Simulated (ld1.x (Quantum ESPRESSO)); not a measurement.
# silver: TM pseudisation with PBE, non-relativistic reference atom.

Ag, norm-conserving Troullier–Martins (Kleinman–Bylander form), made with ld1.x (Quantum ESPRESSO) 7.5 (PBE, non-relativistic). Core [Kr], reference 4d10 5s0 5p0 (charge +1). Waves: 5p (bound, empty): rc 3.40 bohr; 4d (bound): rc 1.25 bohr; 5s (bound, empty): rc 1.90 bohr. Local part: the s channel. Core correction: a·sin(br)/r model core, default radius (core density twice the valence density).

All-electron outer shells of the reference configuration (PBE, non-relativistic, ld1.x):

```json
{"shell": "4p", "level (eV)": "-64.71", "outermost node (bohr)": "0.45", "outermost maximum (bohr)": "0.89"}
{"shell": "4d", "level (eV)": "-15.87", "outermost node (bohr)": "0.43", "outermost maximum (bohr)": "1.03"}
{"shell": "5s", "level (eV)": "-10.55", "outermost node (bohr)": "1.15", "outermost maximum (bohr)": "2.49"}
{"shell": "5p", "level (eV)": "-6.12", "outermost node (bohr)": "1.26", "outermost maximum (bohr)": "3.16"}
```

What the tests gave:

| Property | Result |
| --- | --- |
| Cutoffs needed | 80 Ry and 100 Ry (the cutoffs (Ry, on a coarse ladder) from which the occupation-weighted sum of valence levels, in a spherical-Bessel basis at the reference potential, stays within 10 and 1 mRy of its value at 400 Ry) |
| Ghost test | no extra level below or beside the all-electron valence levels (p, d, s, f tested) (spherical-Bessel basis up to 400 Ry, 20 bohr box) |
| Largest excitation error | -2403 meV (all-electron minus pseudo) for 4d7 5s0 5p0, out of 7 test configurations |

Generation and tests took about 3.6 s on one core of a shared server CPU.
